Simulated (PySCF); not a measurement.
Isomers of C5H4F2O3.

All values: PBE0/pcSseg-1 (PySCF) at GFN2-xTB geometries, gas phase, one conformer each.

Question: Rank by the lowest Hirshfeld charge on any atom, highest value first.
A. `[OH:1][c:2]1[cH:3][cH:4][c:5]([O:6][CH:7]([F:8])[F:9])[o:10]1` with H–O1–C2–C3 176°, C4–C5–O6–C7 173°, C5–O6–C7–F8 -163°
B. `[CH3:1][O:2][C:3]1=[C:4]([CH:5]=[O:6])[O:7][C:8]1([F:9])[F:10]` with C1–O2–C3–C4 180°, C3–C4–C5–O6 180°
C. `[F:1][CH:2]([F:3])[O:4][C:5]1=[CH:6][O:7][CH:8]=[CH:9][O:10]1` with F1–C2–O4–C5 156°, C2–O4–C5–C6 147°
D. `[O:1]=[C:2]1[O:3][CH2:4][CH:5]=[C:6]1[O:7][CH:8]([F:9])[F:10]` with C5–C6–O7–C8 164°, C6–O7–C8–F9 169°

Answer: C (-0.119 e), A (-0.177 e), B (-0.221 e), D (-0.248 e).

Question: Rank by the lowest IAO charge on any atom, lowest value first.
A. `[F:1][CH:2]([F:3])[O:4][C:5]1=[CH:6][O:7][CH:8]=[CH:9][O:10]1` with F1–C2–O4–C5 156°, C2–O4–C5–C6 147°
B. `[O:1]=[C:2]1[O:3][CH2:4][CH:5]=[C:6]1[O:7][CH:8]([F:9])[F:10]` with C5–C6–O7–C8 164°, C6–O7–C8–F9 169°
C. `[CH3:1][O:2][C:3]1=[C:4]([CH:5]=[O:6])[O:7][C:8]1([F:9])[F:10]` with C1–O2–C3–C4 180°, C3–C4–C5–O6 180°

Answer: B (-0.442 e), C (-0.375 e), A (-0.338 e).

Question: Rank by LUMO energy, highest first.
A. `[CH3:1][O:2][C:3]1=[C:4]([CH:5]=[O:6])[O:7][C:8]1([F:9])[F:10]` with C1–O2–C3–C4 180°, C3–C4–C5–O6 180°
B. `[O:1]=[C:2]1[O:3][CH2:4][CH:5]=[C:6]1[O:7][CH:8]([F:9])[F:10]` with C5–C6–O7–C8 164°, C6–O7–C8–F9 169°
C. `[F:1][CH:2]([F:3])[O:4][C:5]1=[CH:6][O:7][CH:8]=[CH:9][O:10]1` with F1–C2–O4–C5 156°, C2–O4–C5–C6 147°
D. `[OH:1][c:2]1[cH:3][cH:4][c:5]([O:6][CH:7]([F:8])[F:9])[o:10]1` with H–O1–C2–C3 176°, C4–C5–O6–C7 173°, C5–O6–C7–F8 -163°

Answer: D (0.51 eV), C (-0.41 eV), B (-1.67 eV), A (-2.36 eV).

All values together:

```csv
SMILES,μ (D),HOMO (eV),LUMO (eV),lowest IAO charge (e),highest IAO charge (e),lowest Hirshfeld charge (e),highest Hirshfeld charge (e)
COC(=O)C1=CC(F)(F)O1,2.16,-7.77,-2.28,-0.443 (O),+0.747 (C),-0.244 (O),+0.242 (C)
COC1=C(C=O)OC1(F)F,5.85,-7.15,-2.36,-0.375 (O),+0.718 (C),-0.221 (O),+0.235 (C)
FC(F)OC1=COC=CO1,3.09,-6.04,-0.41,-0.338 (O),+0.607 (C),-0.119 (F),+0.203 (C)
Oc1ccc(OC(F)F)o1,2.13,-6.03,0.51,-0.456 (O),+0.609 (C),-0.177 (O),+0.202 (C)
O=C1OCC=C1OC(F)F,4.60,-8.07,-1.67,-0.442 (O),+0.604 (C),-0.248 (O),+0.204 (C)
```

Conformers: `[CH3:1][O:2][C:3](=[O:4])[C:5]1=[CH:6][C:7]([F:8])([F:9])[O:10]1` with C1–O2–C3–O4 0°, O2–C3–C5–C6 180°; `[CH3:1][O:2][C:3]1=[C:4]([CH:5]=[O:6])[O:7][C:8]1([F:9])[F:10]` with C1–O2–C3–C4 180°, C3–C4–C5–O6 180°; `[F:1][CH:2]([F:3])[O:4][C:5]1=[CH:6][O:7][CH:8]=[CH:9][O:10]1` with F1–C2–O4–C5 156°, C2–O4–C5–C6 147°; `[OH:1][c:2]1[cH:3][cH:4][c:5]([O:6][CH:7]([F:8])[F:9])[o:10]1` with H–O1–C2–C3 176°, C4–C5–O6–C7 173°, C5–O6–C7–F8 -163°; `[O:1]=[C:2]1[O:3][CH2:4][CH:5]=[C:6]1[O:7][CH:8]([F:9])[F:10]` with C5–C6–O7–C8 164°, C6–O7–C8–F9 169°.
